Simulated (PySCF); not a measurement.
C$_{2}$H$_{4}$O$_{2}$, charge +1, doublet, geometry from GFN2-xTB (a state made from the parent by changing its charge; the spin is typed, not shown lowest); DF-BHANDHLYP/STO-3G (PySCF).

Here is a job for PySCF.
```python
from pyscf import gto, scf, dft

mol = gto.M(
    atom='''
C    -1.427215   -0.344774   -0.062846
O    -0.108325   -0.803329    0.059793
C     0.883663    0.035305   -0.040013
O     0.961308    1.207845    0.095805
H    -1.805255   -0.416984   -1.099670
H    -2.034504   -1.081611    0.491621
H    -1.535071    0.691863    0.281012
H     1.812279   -0.572576   -0.300594
''',
    basis='sto-3g',
    charge=1,
    spin=1,
    verbose=4,
)

mf = dft.UKS(mol)
mf.xc = 'bhandhlyp'
mf = mf.density_fit(auxbasis='def2-universal-jkfit')
mf.kernel()
```

Output, abridged:

```
PySCF version 2.14.0

[INPUT] verbose = 4
[INPUT] num. atoms = 8
[INPUT] num. electrons = 31
[INPUT] charge = 1
[INPUT] spin (= nelec alpha-beta = 2S) = 1
[INPUT] symmetry False subgroup None
[INPUT] Mole.unit = angstrom
[INPUT] Symbol           X                Y                Z      unit          X                Y                Z       unit  Magmom
[INPUT]  1 C     -1.427215000000  -0.344774000000  -0.062846000000 AA   -2.697045470871  -0.651528434871  -0.118761728024 Bohr   0.0
[INPUT]  2 O     -0.108325000000  -0.803329000000   0.059793000000 AA   -0.204704582444  -1.518071797921   0.112992394166 Bohr   0.0
[INPUT]  3 C      0.883663000000   0.035305000000  -0.040013000000 AA    1.669881056412   0.066716780828  -0.075613611422 Bohr   0.0
[INPUT]  4 O      0.961308000000   1.207845000000   0.095805000000 AA    1.816608841353   2.282496250925   0.181045211364 Bohr   0.0
[INPUT]  5 H     -1.805255000000  -0.416984000000  -1.099670000000 AA   -3.411437535002  -0.787985558326  -2.078075127400 Bohr   0.0
[INPUT]  6 H     -2.034504000000  -1.081611000000   0.491621000000 AA   -3.844655359332  -2.043948563317   0.929029047085 Bohr   0.0
[INPUT]  7 H     -1.535071000000   0.691863000000   0.281012000000 AA   -2.900863771762   1.307431585720   0.531035717716 Bohr   0.0
[INPUT]  8 H      1.812279000000  -0.572576000000  -0.300594000000 AA    3.424710971301  -1.082011825499  -0.568040334688 Bohr   0.0

nuclear repulsion = 122.492081203426
number of shells = 16
number of NR pGTOs = 72
number of NR cGTOs = 24
basis = sto-3g
ecp = {}

******** <class 'pyscf.df.df_jk.DFUKS'> ********
method = DFUKS
initial guess = minao
damping factor = 0
level_shift factor = 0
DIIS = <class 'pyscf.scf.diis.CDIIS'>
diis_start_cycle = 1
diis_space = 8
diis_damp = 0
SCF conv_tol = 1e-09
SCF conv_tol_grad = None
SCF max_cycles = 50
direct_scf = False
number electrons alpha = 16  beta = 15
XC library pyscf.dft.libxc version 7.1.2
    S. Lehtola, C. Steigemann, M. J. T. Oliveira, and M. A. L. Marques,  SoftwareX 7, 1–5 (2018)
XC functionals = bhandhlyp
    A. D. Becke,  J. Chem. Phys. 98, 1372 (1993)
    Defined through Gaussian implementation.
radial grids:
    Treutler-Ahlrichs [JCP 102, 346 (1995); DOI:10.1063/1.469408] (M4) radial grids

becke partition: Becke, JCP 88, 2547 (1988); DOI:10.1063/1.454033
pruning grids: <function nwchem_prune>
grids dens level: 3
symmetrized grids: False
atomic radii adjust function: <function treutler_atomic_radii_adjust>
small_rho_cutoff = 0
Set gradient conv threshold to 3.16228e-05
tot grids = 95632
******** <class 'pyscf.df.df.DF'> ********
auxbasis = def2-universal-jkfit
init E= -226.656999754205

cycle= 1 E= -225.398639130481  delta_E= 1.26  |g|= 0.478  |ddm|= 2.57
cycle= 2 E= -225.313685957326  delta_E= 0.085  |g|= 0.69  |ddm|= 1.21
cycle= 3 E= -225.551888612597  delta_E= -0.238  |g|= 0.145  |ddm|= 0.788
cycle= 4 E= -225.565319765579  delta_E= -0.0134  |g|= 0.0647  |ddm|= 0.237
cycle= 5 E= -225.570980610867  delta_E= -0.00566  |g|= 0.0178  |ddm|= 0.153
cycle= 6 E= -225.572255530939  delta_E= -0.00127  |g|= 0.0105  |ddm|= 0.082
cycle= 7 E= -225.572902019676  delta_E= -0.000646  |g|= 0.00702  |ddm|= 0.0722
cycle= 8 E= -225.573270508422  delta_E= -0.000368  |g|= 0.00769  |ddm|= 0.0518
cycle= 9 E= -225.573719752327  delta_E= -0.000449  |g|= 0.00489  |ddm|= 0.07
cycle= 10 E= -225.574282741902  delta_E= -0.000563  |g|= 0.004  |ddm|= 0.121
cycle= 11 E= -225.574522022116  delta_E= -0.000239  |g|= 0.00276  |ddm|= 0.099
cycle= 12 E= -225.574518787405  delta_E= 3.23e-06  |g|= 0.00312  |ddm|= 0.0141
cycle= 13 E= -225.574560057283  delta_E= -4.13e-05  |g|= 0.00115  |ddm|= 0.0372
cycle= 14 E= -225.57456567203  delta_E= -5.61e-06  |g|= 0.000461  |ddm|= 0.0205
cycle= 15 E= -225.574566021462  delta_E= -3.49e-07  |g|= 0.000105  |ddm|= 0.00309
cycle= 16 E= -225.574566082071  delta_E= -6.06e-08  |g|= 4.14e-05  |ddm|= 0.00104
cycle= 17 E= -225.574566092144  delta_E= -1.01e-08  |g|= 2.15e-05  |ddm|= 0.00048
cycle= 18 E= -225.574566093488  delta_E= -1.34e-09  |g|= 1.2e-05  |ddm|= 0.000102
cycle= 19 E= -225.574566093856  delta_E= -3.68e-10  |g|= 4.41e-06  |ddm|= 7.54e-05
Extra cycle  E= -225.574566093905  delta_E= -4.91e-11  |g|= 3.13e-06  |ddm|= 1.41e-05
converged SCF energy = -225.574566093905  <S^2> = 0.75991186  2S+1 = 2.0098874
```
